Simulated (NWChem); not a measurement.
BNH₂, triplet; SMILES of the neutral closed-shell parent B=N

```xyz
4

B     -0.1622    -0.8067     0.0000
N     -0.1124     0.5724     0.0000
H      0.9925    -1.2833     0.0000
H      0.6054     1.3099     0.0000
```
Atoms are numbered in this order, from 1.

In the optimisation the excess spin sits in a' (Cs, its own frame). Coordinates come from a PBE-D3(BJ)/def2-SVP, spin-unrestricted optimisation. The spin multiplicity was typed, not searched, and may not be the lowest. No stability test was run on the SCF state.

Symmetry labels are those of Cs in the frame above (b1 and b2, or b-type labels, depend on it).

List the 6 lowest vertical excitations from LRC-wPBEh/aug-cc-pVDZ, spin-unrestricted, TDA (NWChem).


| state | energy (eV) | oscillator strength | symmetry of the excitation | <S²> |
|---|---|---|---|---|
| state 1 | 0.98 | 0.001 | a" | 2.01 |
| state 2 | 3.40 | 0.016 | a" | 2.01 |
| state 3 | 4.53 | 0.020 | a' | 2.03 |
| state 4 | 5.07 | 0.029 | a' | 2.03 |
| state 5 | 5.67 | 0.060 | a' | 2.03 |
| state 6 | 5.70 | 0.007 | a" | 2.07 |
